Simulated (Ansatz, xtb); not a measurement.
Species: InI (charge +1, doublet). SMILES of the parent species: [In][I]
Structure (B3LYP-D3(BJ)/def2-TZVP (Ansatz, an electronic-structure program) minimum search):
```xyz
2

In     0.0000     0.0000    -1.7553
I      0.0000     0.0000     1.6229
```
Charge +1, spin multiplicity 2.

Harmonic wavenumbers from GFN2-xTB (xtb, at its own minimum), cm⁻¹: 78.

**Question.** Give the harmonic wavenumbers at B3LYP-D3(BJ)/def2-TZVP (Ansatz, finite differences of forces, unscaled).

**Answer.** 77 cm⁻¹. Zero-point energy 0.1 kcal/mol.

**Question.** From these and the geometry, give the ideal-gas thermochemistry at 298.15 K and 1 atm (rigid rotor, harmonic oscillator).

**Answer.** Point group C∞v, rotational symmetry number 1. Rotational constants 0.7347, 0.7347 GHz. S(trans) 42.35, S(rot) 19.96, S(vib) 3.98, S(elec, spin only) 1.38, S 67.7 cal/(mol K). H(298) - H(0) 2.56 kcal/mol; G - E(el) -17.5 kcal/mol.
